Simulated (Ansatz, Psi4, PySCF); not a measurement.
C$_{6}$H$_{15}$In, triplet (typed; the unrestricted solution is spin-contaminated), geometry from GFN2-xTB (such geometries of metal compounds can be far from the true shape) (a higher spin typed on purpose: for a closed-shell molecule this is an excited state) (all electrons, no relativity). Base run: HF/STO-3G (PySCF).

Here is a job for PySCF.
```python
from pyscf import gto, scf

mol = gto.Mole()
mol.atom = '''
    In   -0.23398741   -0.36152694   -0.55690864
    C     2.16381966    0.40889531   -0.09475373
    C     2.51571723    1.70987648   -0.74761026
    H     2.64110285   -0.45326256   -0.55793624
    H     2.28567277    0.40099473    0.98308425
    H     1.99831936    2.53973899   -0.26927802
    H     2.25803581    1.69830154   -1.80830774
    H     3.59211231    1.90687548   -0.67461138
    C    -0.49591561   -2.45485353    0.67538283
    C    -0.97858066   -2.08439410    2.05953176
    H     0.49850946   -2.90378075    0.70372527
    H    -1.18637427   -3.13331750    0.17328037
    H    -1.97782826   -1.64700889    2.01874353
    H    -0.30685733   -1.35785533    2.52126457
    H    -1.02572651   -2.95958466    2.71632037
    C    -0.66583161    1.62724689    1.02650925
    C    -1.21381092    2.71681817    0.15505427
    H     0.22334432    1.90576306    1.57847157
    H    -1.41138158    1.16033134    1.66486430
    H    -2.08016909    2.36680371   -0.41100790
    H    -0.45981656    3.07228126   -0.54863506
    H    -1.53594834    3.57700467    0.75386113
'''
mol.basis = 'sto-3g'
mol.spin = 2
mol.verbose = 4
mol.build()

mf = scf.UHF(mol)
mf.kernel()
```

The same geometry, method and basis name were run in Ansatz (a quantum-chemistry and plane-wave program) and Psi4 and PySCF, at each program's defaults and at the settings that a row names. The base is PySCF at its defaults. Differences at the defaults can come from grids, fitting, cores and function types together.

```csv
code and settings,ΔE vs base (µEh),basis functions,E (Eh),SCF cycles,dipole (D)
"PySCF, defaults (exact integrals, spherical functions)",0.0,72,-5915.91115,18,2.34
"Ansatz, defaults (factorised integrals, spherical functions)",34.1,72,-5915.91111,-,-
"Psi4, exact integrals, spherical functions",0.1,72,-5915.91115,20,2.34
"Ansatz, high accuracy",0.0,72,-5915.91115,-,-
```

Open shells are given as the SCF converged; they aren't shown to be the lowest states, and a large step between rows can be another state.
